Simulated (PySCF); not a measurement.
Compound: B2ClH7P2.
SMILES with atom numbers: `[Cl:1][BH-:2]1[PH2+:3][BH2-:4][PH2+:5]1` (hydrogens: H6 on B2; H7, H8 on P3; H9, H10 on B4; H11, H12 on P5)

Method used: PySCF, PBE0-D3(BJ)/def2-SVP geometry optimisation, gas phase.

Task: List the bond lengths, angles and torsions at this level.

Result: 
```json
{"bond": "Cl1–B2", "length (bohr)": "3.421", "order": "single"}
{"bond": "B2–P3, B2–P5", "length (bohr)": "3.747", "order": "single"}
{"bond": "P3–B4, B4–P5", "length (bohr)": "3.726", "order": "single"}
{"bond": "B2–H6", "length (bohr)": "2.303", "order": "single"}
{"bond": "P3–H7, P5–H12", "length (bohr)": "2.675", "order": "single"}
{"bond": "P3–H8, P5–H11", "length (bohr)": "2.675", "order": "single"}
{"bond": "B4–H9", "length (bohr)": "2.300", "order": "single"}
{"bond": "B4–H10", "length (bohr)": "2.284", "order": "single"}
```

Bonds in one row agree within 0.02 bohr and their mean is given. Orders are formal, as drawn. A selection of angles:
```json
{"angle": "Cl1–B2–P3", "degrees": "121.1"}
{"angle": "Cl1–B2–H6", "degrees": "116.3"}
{"angle": "P3–B2–P5", "degrees": "85.5"}
{"angle": "P3–B2–H6", "degrees": "103.9"}
{"angle": "B2–P3–B4", "degrees": "90.2"}
{"angle": "B2–P3–H7", "degrees": "113.2"}
{"angle": "B2–P3–H8", "degrees": "118.5"}
{"angle": "B4–P3–H7", "degrees": "114.1"}
{"angle": "B4–P3–H8", "degrees": "120.0"}
{"angle": "H7–P3–H8", "degrees": "101.6"}
{"angle": "P3–B4–P5", "degrees": "86.1"}
{"angle": "P3–B4–H9", "degrees": "106.5"}
{"angle": "P3–B4–H10", "degrees": "118.3"}
{"angle": "P5–B4–H9", "degrees": "106.4"}
{"angle": "H9–B4–H10", "degrees": "116.7"}
{"angle": "B2–P5–H11", "degrees": "118.1"}
```

Dihedral angles: Cl1–B2–P3–B4 -145° (anticlinal); B2–P3–B4–P5 21° (synperiplanar); P3–B4–P5–B2 -21° (synperiplanar); Cl1–B2–P5–B4 145° (anticlinal).

The 4-membered ring B2–P3–B4–P5 has internal angles of 85.5° to 90.2°; it is puckered, 0.19 Å rms from its mean plane, widest ring torsion 21°. B2 (four-coordinate boron) has angles from 85.5° to 121.2°. P3 (phosphorus bonded to 2 B and 2 H) has angles from 90.2° to 120.0°. B4 (four-coordinate boron) has angles from 86.1° to 118.3°.

Point group: Cs (every atom within 0.08 Å of its image). PBE0-D3(BJ)/def2-SVP frequencies: not computed here. One conformer, not necessarily the lowest.
